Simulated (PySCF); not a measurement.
**Relaxation of octet EuCl₂**

Method: UPBE0 in PySCF with Eu def2-TZVP with ECP28, Cl def2-TZVP; scalar-relativistic core potentials, no spin–orbit coupling; density-fitted integrals. A (50,194) grid was used.

A hand-made linear start, of D∞h symmetry, held to at least that symmetry:

```xyz
3
charge 0 multiplicity 8, angstrom
Eu    0.0000    0.0000    0.0000
Cl    0.0000    0.0000    2.6700
Cl    0.0000    0.0000   -2.6700
```

Optimiser trace:
```csv
step,E − E(last) (kJ/mol),largest gradient (Eh/bohr)
0,2.51,0.00893
1,0.69,0.00482
2,0.01,0.00047
3,0.00,0.00002
```

It ends at D∞h with Eu–Cl 2.615 Å (×2); Cl–Eu–Cl 180.0°. A frequency run shows 2 imaginary modes (one degenerate set), down to 40i cm⁻¹, so it is a higher-order saddle point. Other isomers or separated fragments may lie lower.

With open d or f shells other occupations or spin states may lie lower. The pruned grid is coarse for the open f shell: energies are uncertain by about 2 kJ/mol and soft modes are noisy. Spin–orbit coupling, left out here, can matter for elements this heavy.

The relaxation took 20 s on 8 threads of a shared Arm Neoverse V2 host, with 167 basis functions and 4 gradients.
